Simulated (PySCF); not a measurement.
Adding and removing an electron: SiSe

PBE0; PySCF, no relativity, basis sets Si def2-TZVPPD, Se def2-TZVPPD. Neutral (UKS): singlet (closed shell), Re = 2.061 Å, ωe = 594 cm⁻¹, De = 5.53 eV, HOMO -7.80 eV, LUMO -2.47 eV.

SiSe⁺ (UKS): doublet (π ↑), Re = 2.205 Å, ωe = 472 cm⁻¹, De = 3.88 eV to Si⁺ + Se. The energies at the minima are -2690.65831 hartree for SiSe and -2690.29576 for SiSe⁺.

Question: Work out the adiabatic ionisation energy, without and with harmonic zero-point energies (1 hartree = 27.2114 eV, 1 eV = 8065.5 cm⁻¹), and the change of the bond length.

Answer: At PBE0: 0.36255 hartree = 9.865 eV between the minima; the zero-point term (472.0 − 594.0)/2 cm⁻¹ = -0.008 eV makes it 9.858 eV. Re changes by +14.4 pm against the neutral. Minus the HOMO energy is 7.80 eV, -2.07 eV from the value between the minima; self-interaction puts the Kohn–Sham level too high, less so with exact exchange. The electron leaves a π orbital, and the longer bond of the ion fits a bonding orbital, or a change in how ionic the bond is.

SiSe⁻ (UKS): doublet (π ↑), Re = 2.173 Å, ωe = 479 cm⁻¹, De = 4.22 eV to Si + Se⁻. The energies at the minima are -2690.65831 hartree for SiSe and -2690.68590 for SiSe⁻.

Question: Work out the adiabatic electron affinity, without and with harmonic zero-point energies (1 hartree = 27.2114 eV, 1 eV = 8065.5 cm⁻¹), and the change of the bond length.

Answer: At PBE0: 0.02759 hartree = 0.751 eV between the minima; the zero-point term (594.0 − 479.0)/2 cm⁻¹ = +0.007 eV makes it 0.758 eV. Re changes by +11.2 pm against the neutral. The electron enters a π orbital, and the longer bond of the ion fits an antibonding orbital, or a change in how ionic the bond is.

Spin–orbit coupling is left out. For an ion De counts to the pair picked by the measured ionisation energies or electron affinities, which need not be the lowest pair at this level. The highest Kohn–Sham level is positive in this anion. Much of that is self-interaction error, but it also means that the finite basis helps to hold the extra electron. States were picked by a PBE0 search and need not be the measured ground states.
